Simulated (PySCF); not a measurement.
**Ions at one geometry of [Y(OH)2]+**

PySCF 2.14.0, RKS PBE0, Y def2-SVP with ECP28, O def2-SVP, H def2-SVP; non-relativistic Hamiltonian with scalar-relativistic core potentials where named; density fitting; no spin-orbit coupling; singlets restricted, open shells unrestricted. The geometry is relaxed for charge +1, singlet, vacuum:

```xyz
5

Y     0.0000    0.0000   -0.6244
O     1.6464   -0.0331    0.4018
H     2.3133   -0.0511    1.0958
O    -1.6464    0.0331    0.4018
H    -2.3133    0.0511    1.0958
```

Energies count from the relaxed state; an electron taken off or put on is at rest in vacuum. Charges and spins are Mulliken's.

| state | energy (eV) | spin squared | charge on Y1 (e) | spin on Y1 (e) | dipole about the centre of mass (D) |
| --- | --- | --- | --- | --- | --- |
| charge +1, singlet, vacuum | 0.00 | 0.00 | 1.32 | 0.00 | 2.87 |
| charge +2, doublet, vacuum | 16.10 | 0.78 | 1.68 | -0.10 | 0.50 |

Task: What does the state charge 0, doublet, vacuum give?

Result: energy (eV) -5.45, spin squared 0.75, charge on Y1 (e) 0.47, spin on Y1 (e) 1.03, dipole about the centre of mass (D) 0.95.

With an electron taken off (doublet) the charges change, summed by element, by Y +0.36 e, O +0.48 e, H +0.15 e. The vertical ionisation energy is 16.10 eV, against −ε(HOMO) = 13.71 eV of the relaxed state. The level lies 2.4 eV too high, as is usual for semilocal functionals and global hybrids, which keep a self-interaction error.

With an electron put on (doublet) the charges change, summed by element, by Y -0.85 e, O -0.06 e, H -0.10 e. The vertical electron affinity is 5.45 eV, against −ε(LUMO) = 7.01 eV of the relaxed state.

Open shells may have lower solutions than those found.
